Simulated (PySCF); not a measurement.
LiIn: from constants to spectrum

RHF-CCSD(T) constants of LiIn, ¹Σ⁺ (singlet), closed shell (PySCF, scalar-relativistic core potentials, basis sets Li cc-pVDZ, In cc-pVDZ-PP with ECP28; masses 7.0160 and 114.9039 u):

| Item | Value |
| --- | --- |
| ωe | 270.2 cm⁻¹ |
| ωexe | 1.68 cm⁻¹ |
| Be | 0.28184 cm⁻¹ |
| αe | 0.00257 cm⁻¹ |
| D (centrifugal) | 1.23e-06 cm⁻¹ |
| De to Li + In | 0.95 eV |

Question: Give the vibrational terms G(v) and spacings up to v = 6.

Answer: G(v) = ωe(v+½) − ωexe(v+½)².

```json
{"v": "0", "G(v) (cm⁻¹)": "135", "G(v) − G(v−1)": "", "Bv (cm⁻¹)": "0.2806"}
{"v": "1", "G(v) (cm⁻¹)": "402", "G(v) − G(v−1)": "267", "Bv (cm⁻¹)": "0.2780"}
{"v": "2", "G(v) (cm⁻¹)": "665", "G(v) − G(v−1)": "263", "Bv (cm⁻¹)": "0.2754"}
{"v": "3", "G(v) (cm⁻¹)": "925", "G(v) − G(v−1)": "260", "Bv (cm⁻¹)": "0.2728"}
{"v": "4", "G(v) (cm⁻¹)": "1182", "G(v) − G(v−1)": "257", "Bv (cm⁻¹)": "0.2703"}
{"v": "5", "G(v) (cm⁻¹)": "1435", "G(v) − G(v−1)": "253", "Bv (cm⁻¹)": "0.2677"}
{"v": "6", "G(v) (cm⁻¹)": "1685", "G(v) − G(v−1)": "250", "Bv (cm⁻¹)": "0.2651"}
```

Question: How well does the Morse estimate ωe²/(4ωexe) reproduce De, and what is D0?

Answer: It gives 1.35 eV, 142 % of the computed De. D0 = De − G(0) = 0.95 − 0.02 = 0.93 eV.

Correlated steps freeze 4 core orbitals. Correlated levels converge slowly with the basis: in double zeta they bind strong bonds too weakly, by up to about 1 eV, and carry superposition errors of some tenths. Spin–orbit coupling is left out, which matters for elements this heavy, above all for dissociation energies. Where the molecule has an RHF reference, its open-shell atoms are computed with UHF.
